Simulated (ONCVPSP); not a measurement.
**Os: ONCV pseudisation with PBE, scalar-relativistic reference atom.**

- Element: osmium (Os)
- Generator: ONCVPSP 4.0.1
- Type: optimised norm-conserving Vanderbilt (ONCV)
- Functional: PBE
- Relativity: scalar-relativistic
- Frozen core: [Kr] 4d10 4f14
- Valence charge: 16
- Reference configuration: 5s2 5p6 5d6 6s0.5 (charge +1.5)
- Partial waves: 5s+6s: rc 1.85 bohr, ncon 5, nbas 9, qcut 6 1/bohr, 2 projectors; 5p: rc 1.75 bohr, ncon 4, nbas 7, qcut 7.4 1/bohr, 1 projector; 5d: rc 1.45 bohr, ncon 4, nbas 7, qcut 7.4 1/bohr, 3 projectors, debl 1.6 Ha
- Local potential: polynomial inside 1.40 bohr (lpopt 5, dvloc0 6 Ha)
- Core correction: Teter function, fcfact 5.25, rcfact 1.75

All-electron outer shells of the reference configuration (PBE, scalar-relativistic, ld1.x):

```csv
shell,level (eV),outermost node (bohr),outermost maximum (bohr)
5s,-104.03,0.51,0.91
4f,-64.44,–,0.40
5p,-63.36,0.55,1.03
5d,-18.43,0.60,1.34
6s,-16.90,1.20,2.36
```

(1) Estimate the cutoffs (Ha) at which the residual kinetic energy of the hardest occupied pseudo-wave falls to 1 and 0.1 mHa per electron.

(2) What does a ghost test show?

(3) Tests: 5s2 5p6 5d6 6s2; 5s2 5p6 5d6 6s1; 5s2 5p6 5d6 6s0; 5s2 5p6 5d7 6s0. Which has the largest error in its energy relative to the reference configuration, and how large is it?

Results:

(1) 16 Ha and 27 Ha.

(2) Ghosts flagged at negative energy: d at -26756.2 eV; GHOST(+) flags only above 600 eV. A true bound ghost makes a file unfit for plane-wave use.

(3) 5s2 5p6 5d6 6s2, with -17 meV (all-electron minus pseudo) on -17.08 eV.
